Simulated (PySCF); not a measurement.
Excitation energy of Sn by level of theory

Sn [Kr] 4d10 5s2 5p2 (3P) → Sn [Kr] 4d10 5s1 5p2 6s1 (5P), as a difference of total energies. Computed with PySCF 2.14 in x2c-QZVPPall with one added diffuse shell each of s, p, d, f type (14s10p8d5f1g, 128 functions), with the spin-free X2C one-electron Hamiltonian (Gaussian nucleus). Correlated levels: valence: [Kr] 4d10 frozen; valence and next inner shell: [Ar] 3d10 frozen. The calculations carry no spin-orbit coupling.

| method | excitation energy (cm⁻¹) |
| --- | --- |
| UHF | 65813 |
| LDA | 84137 |
| PBE | 81531 |
| PBE0 | 79455 |
| r2SCAN | 79419 |
| MP2 (valence) | 73127 |
| SCS-MP2 (valence) | 75550 |
| MP2 (valence and next inner shell) | 80794 |
| SCS-MP2 (valence and next inner shell) | 81766 |

The upper state lies above the first ionisation limit, but in LS coupling its spin forbids autoionisation to the ground ion; at this Z spin-orbit coupling breaks that rule. A Rydberg-like electron needs more diffuse functions than a valence basis has.

The promoted electron is Rydberg-like, and one or two diffuse shells describe it only roughly, which tends to raise the upper state.
